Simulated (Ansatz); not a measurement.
Reaction (hydrogenolysis of a Ga–O bond): `[OH][GaH][F]` + H₂ → `[F][GaH2]` + H₂O

Calculated with Ansatz (gas phase, PBE0-D4/def2-TZVP geometries, no zero-point term in ΔE). CBS: MP2 limit from def2 TZ/QZ plus the TZ coupled-cluster correction, frozen cores. This one scheme is used for every species. DFT in def2-TZVPP. For Ga outer-core shells are correlated without core-valence functions, which leaves a few kJ/mol of doubt a bond. Scalar relativity is left out up to krypton. One conformer a species, not always the lowest.

| level | ΔE (kJ/mol) |
| --- | --- |
| r2SCAN-D4 | 46.5 |
| r2SCANh-D4 | 43.9 |
| CCSD/def2-SVP | 43.0 |
| SCS-MP2/def2-QZVPP | 47.4 |

Q: What does CCSD(T)/CBS give? (Estimate.)

A: Computed: +42.2 kJ/mol. The listed levels differ from it by 4.3, 1.7, 0.8, 5.2 kJ/mol.

Largest T1 diagnostic among the species: 0.015.

From r2SCAN to r2SCAN0 (25 % exact exchange), in def2-TZVPP and without D4, ΔE moves by −6.1 kJ/mol. The D4 term adds +3.2 kJ/mol with B3LYP and +1.7 kJ/mol with PBE0; it sums over pairs of atoms, weighted by their polarisabilities, and B3LYP, whose exchange is more repulsive, gets the larger term. At CCSD(T), def2-SVP lies +4.2 kJ/mol from the extrapolated value and def2-TZVPP +2.2 kJ/mol.

B3LYP here is the variant with VWN-RPA as its local correlation; programs differ in this.
